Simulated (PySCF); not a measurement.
# Computed properties of C5H8O, SMILES C=CCOC=C

3-ethenoxyprop-1-ene (C₅H₈O), SMILES C=CCOC=C. Geometry optimised at B3LYP-D3(BJ)/def2-SVP. Other conformers were not sampled. All values are computed for the isolated molecule unless a solvent is named; none is compared with measurement here.

**Structure.** All 36 harmonic modes at B3LYP-D3(BJ)/def2-SVP (PySCF) are real, so it is a minimum. With heavy atoms numbered as in [CH2:1]=[CH:2][CH2:3][O:4][CH:5]=[CH2:6], the shortest bond between them is C1–C2 at 1.334 Å and the longest C2–C3 at 1.497 Å.

**Vibrations.** The strongest infrared lines (harmonic, unscaled, degenerate partners summed) lie at 1240 cm⁻¹ (296 km/mol, C 38 %, O 37 %, H 26 %), 1732 cm⁻¹ (154 km/mol, C 85 %, H 14 %), 1395 cm⁻¹ (84 km/mol, H 74 %, C 25 %). The softest mode is at 32 cm⁻¹ and the zero-point energy is 73.5 kcal/mol.

**Electronic structure.** ωB97X/def2-TZVP (PySCF) places the frontier levels at -8.95 and 2.37 eV, a gap of 11.32 eV, and gives a dipole moment of 1.65 D and a mean polarisability of 66.5 bohr³. PBE/def2-TZVP (PySCF) at the same geometry gives -5.41 and -0.88 eV, so its gap is 6.79 eV narrower. An orbital gap is neither the optical nor the fundamental gap.

**Excitations.** TDA-PBE0/def2-SVPD (PySCF) has S1 at 5.90 eV (210 nm, f = 0.013, weak); the most intense of the 10 singlets computed lies at 6.94 eV (f = 0.30). T1 (TDA) is at 4.07 eV, 1.83 eV under S1. TDA-PBE/def2-SVPD (PySCF) puts S1 at 4.62 eV. No vertical singlet excitation falls in the visible range (under 3.1 eV).

**NMR.** GIAO shifts at PBE0/pcSseg-1 (PySCF) (non-relativistic, atoms alike by connectivity averaged): ¹³C from 75.3 to 159.9 ppm against TMS; ¹H from 4.4 to 6.5 ppm against TMS.
